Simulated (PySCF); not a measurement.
C2H6N2OSi, SMILES O1C=N[Si@@H](C1)N.

The structure is a stationary point at B3LYP-D3(BJ)/def2-SVP. The structure was generated by enumeration; whether it is a known compound was not checked. The values are those of a single conformer.

The numbers are results of PySCF with B3LYP-D3(BJ)/def2-SVP, not measurements.

Frequencies are harmonic and unscaled.

| mode | ν (cm⁻¹) | IR (km/mol) | Raman (Å⁴/amu) | depolarisation | moving atoms (share of kinetic energy) |
|---|---|---|---|---|---|
| 1 | 126 | 1.1 | 1.0 | 0.75 | N 31 %, O 25 %, H 24 %, C 14 % |
| 2 | 161 | 4.8 | 3.1 | 0.74 | H 55 %, N 24 %, C 11 % |
| 3 | 270 | 5.5 | 2.2 | 0.71 | H 39 %, N 23 %, Si 18 %, C 12 %, O 8 % |
| 4 | 282 | 20.9 | 2.6 | 0.71 | H 70 %, N 14 % |
| 5 | 412 | 177.8 | 0.9 | 0.37 | H 69 %, N 25 % |
| 6 | 462 | 26.5 | 3.3 | 0.48 | N 37 %, H 28 %, C 20 %, O 12 % |
| 7 | 490 | 16.1 | 5.5 | 0.35 | Si 36 %, O 20 %, N 19 %, C 13 %, H 12 % |
| 8 | 627 | 11.1 | 5.7 | 0.62 | H 77 %, C 18 % |
| 9 | 663 | 20.7 | 4.3 | 0.58 | C 39 %, Si 28 %, H 24 % |
| 10 | 721 | 20.4 | 11.7 | 0.04 | N 52 %, C 21 %, H 15 %, Si 9 % |
| 11 | 780 | 26.6 | 3.8 | 0.75 | H 78 %, C 8 % |
| 12 | 810 | 27.6 | 5.3 | 0.51 | H 64 %, N 14 %, C 12 %, Si 9 % |
| 13 | 863 | 28.7 | 1.6 | 0.55 | O 39 %, N 26 %, C 19 %, H 14 % |
| 14 | 888 | 55.6 | 4.0 | 0.49 | N 37 %, H 34 %, Si 27 % |
| 15 | 929 | 42.0 | 7.7 | 0.52 | C 57 %, O 30 %, H 11 % |
| 16 | 947 | 218.2 | 4.8 | 0.56 | H 63 %, Si 22 %, N 12 % |
| 17 | 992 | 4.0 | 2.8 | 0.74 | H 63 %, C 33 % |
| 18 | 1114 | 232.7 | 0.7 | 0.48 | C 53 %, O 22 %, H 17 % |
| 19 | 1201 | 6.5 | 5.2 | 0.75 | H 89 % |
| 20 | 1260 | 27.6 | 3.1 | 0.70 | H 59 %, C 20 %, O 19 % |
| 21 | 1360 | 5.5 | 7.4 | 0.59 | H 84 %, N 9 % |
| 22 | 1446 | 7.3 | 14.1 | 0.71 | H 92 % |
| 23 | 1547 | 53.2 | 6.8 | 0.70 | H 89 %, N 11 % |
| 24 | 1689 | 288.9 | 10.5 | 0.06 | C 56 %, N 39 % |
| 25 | 2255 | 133.0 | 132.7 | 0.22 | H 97 % |
| 26 | 3056 | 13.6 | 132.9 | 0.12 | H 95 % |
| 27 | 3110 | 10.2 | 96.7 | 0.74 | H 90 %, C 10 % |
| 28 | 3123 | 36.6 | 202.5 | 0.29 | H 91 %, C 9 % |
| 29 | 3567 | 30.0 | 138.8 | 0.12 | H 96 % |
| 30 | 3659 | 29.9 | 86.5 | 0.72 | H 91 %, N 9 % |
